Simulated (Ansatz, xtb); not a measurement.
## Relative energy of two isomers of C3H7BO2

Structure X: `C=CCB(O)O`, a singlet. Structure Y: `C/C=C/B(O)O`, a singlet. Both are isolated molecules in the gas phase, relaxed with PBE-D3(BJ)/def2-SVP; the shapes shown needn't be the lowest conformers.

X (Å):

```xyz
13

C     0.5206   -2.3599   -1.3108
C    -0.3721   -1.7128   -0.5320
C    -0.8204   -2.1501    0.8286
B     0.1509   -1.5794    1.9655
O    -0.3243   -1.4410    3.2421
O     1.4544   -1.2559    1.6899
H     0.9228   -3.3478   -1.0258
H     0.8523   -1.9449   -2.2751
H    -0.7474   -0.7311   -0.8772
H    -0.7801   -3.2593    0.9199
H    -1.8646   -1.8477    1.0461
H     0.3776   -1.1153    3.8364
H     1.6260   -1.3804    0.7324
```

Y (Å):

```xyz
13

C    -0.0595    3.2513    0.9157
C    -0.1249    1.7803    1.1848
C    -0.2980    0.8044    0.2632
B    -0.3568   -0.7128    0.6206
O    -0.5414   -1.6071   -0.4148
O    -0.2227   -1.0867    1.9434
H    -0.8537    3.7953    1.4726
H    -0.1689    3.4834   -0.1624
H     0.9039    3.6798    1.2698
H    -0.0203    1.4767    2.2443
H    -0.4034    1.1023   -0.7970
H    -0.5708   -2.5394   -0.1373
H    -0.2691   -2.0460    2.0954
```

Quicker runs give these differences E(Y) − E(X): GFN2-xTB −2.72 kJ/mol; HF/STO-3G −9.75 kJ/mol (at GFN2-xTB geometries); r2SCAN-D4/def2-SVP −0.66 kJ/mol (at GFN2-xTB geometries).

Estimate E(Y) − E(X) at the level CCSD(T)/def2-SVP + ΔMP2/def2-TZVPP.

Too close to call at this level: CCSD(T)/def2-SVP + ΔMP2/def2-TZVPP gives E(Y) − E(X) = +0.04 kJ/mol.

The same difference at several levels:

| level | geometry | E(Y) − E(X) (kJ/mol) | departure from the last row (kJ/mol) | job, with rough time for the two |
| --- | --- | --- | --- | --- |
| GFN2-xTB | GFN2-xTB | −2.72 | −2.76 | optimisation, 0.76 s |
| HF/STO-3G | GFN2-xTB | −9.75 | −9.80 | single point, 0.7 s |
| r2SCAN-D4/def2-SVP | GFN2-xTB | −0.66 | −0.70 | single point, 5.2 s |
| PBE-D3(BJ)/def2-SVP | PBE-D3(BJ)/def2-SVP | +3.76 | +3.71 | optimisation, 52 s |
| HF/def2-SVP | PBE-D3(BJ)/def2-SVP | −6.93 | −6.98 | part of the CCSD(T) run |
| MP2/def2-SVP | PBE-D3(BJ)/def2-SVP | +2.94 | +2.89 | part of the CCSD(T) run |
| CCSD(T)/def2-SVP | PBE-D3(BJ)/def2-SVP | +1.96 | +1.92 | single point |
| CCSD(T)/def2-SVP + ΔMP2/def2-TZVPP | PBE-D3(BJ)/def2-SVP | +0.04 |  | single point, 81 s |

As drawn, both hold the same kinds of bond in the same numbers. Structure X has 0 methyl groups, Y 1.

The largest departure from CCSD(T)/def2-SVP + ΔMP2/def2-TZVPP is that of HF/STO-3G, 9.80 kJ/mol. The last row adds to CCSD(T) the change of the MP2 difference between the two basis sets, here −1.92 kJ/mol.

With thermal terms from frequencies at re-optimised GFN2-xTB minima (ideal gas, soft modes damped towards free rotors, one conformer each, 298.15 K, 1 atm): the zero-point term adds −0.43 kJ/mol; ΔH is +0.24 and ΔG −0.82 kJ/mol.

The correlated steps freeze 6 core orbitals. Run with Ansatz 0.2.0, xtb 6.7.1; the last row on 2 threads of Intel(R) Xeon(R) Processor @ 2.70GHz on a shared host.
